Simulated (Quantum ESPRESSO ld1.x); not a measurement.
Hf, 72 electrons, occupied as [Xe] 4f14 5d2 6s2 (the NIST ground configuration). All-electron calculation, Dirac Kohn-Sham, LDA (Slater exchange, Perdew-Zunger correlation), spin-unpolarised, spherical densities, point nucleus; open shells are shared between the two j in proportion to 2j + 1. Program: ld1.x of Quantum ESPRESSO 7.5. Some entries of the table are withheld. Estimate them.

| orbital | occ. | eigenvalue (eV) | r(max) (bohr) | <r^2> (bohr^2) |
|---|---|---|---|---|
| 1s1/2 | 2 | -65145.2 | 0.012 | 0.0004955 |
| 2s1/2 | 2 | (1) | 0.068 | 0.007590 |
| 2p1/2 | 2 | -10637.8 | (2) | 0.005436 |
| 2p3/2 | 4 | -9447.21 | (3) | 0.006642 |
| 3s1/2 | 2 | -2536.47 | 0.193 | 0.04976 |
| 3p1/2 | 2 | -2315.65 | 0.181 | 0.04576 |
| 3p3/2 | 4 | -2060.57 | 0.195 | 0.05244 |
| 3d3/2 | 4 | -1685.69 | 0.153 | 0.04083 |
| 3d5/2 | 6 | -1630.01 | 0.156 | 0.04266 |
| 4s1/2 | 2 | -510.317 | 0.437 | 0.2480 |
| 4p1/2 | 2 | -419.892 | 0.437 | 0.2569 |
| 4p3/2 | 4 | -361.289 | 0.469 | 0.2937 |
| 4d3/2 | 4 | -212.445 | 0.466 | 0.3247 |
| 4d5/2 | 6 | -201.713 | 0.477 | 0.3390 |
| 5s1/2 | 2 | -67.0144 | (4) | 1.452 |
| 5p1/2 | 2 | (5) | 1.10 | 1.824 |
| 5p3/2 | 4 | (6) | 1.19 | 2.165 |
| 4f5/2 | 6 | -17.9542 | 0.451 | 0.5828 |
| 4f7/2 | 8 | -16.2066 | 0.458 | 0.6081 |
| 6s1/2 | 2 | -5.2694 | 2.88 | 13.39 |
| 5d3/2 | 0.8 | -3.1553 | 1.66 | 7.302 |
| 5d5/2 | 1.2 | -2.7002 | 1.73 | 8.147 |
| 6p1/2 | 0 | -1.7709 | 3.79 | 25.58 |
| 6p3/2 | 0 | -1.3614 | 4.17 | 31.08 |
| 7s1/2 | 0 | -0.0874 | 9.58 | 229.8 |

Answer. 
(1) 2s1/2 eigenvalue (eV): -11135.1
(2) 2p1/2 r(max) (bohr): 0.051
(3) 2p3/2 r(max) (bohr): 0.058
(4) 5s1/2 r(max) (bohr): 1.01
(5) 5p1/2 eigenvalue (eV): -41.3391
(6) 5p3/2 eigenvalue (eV): -33.4957
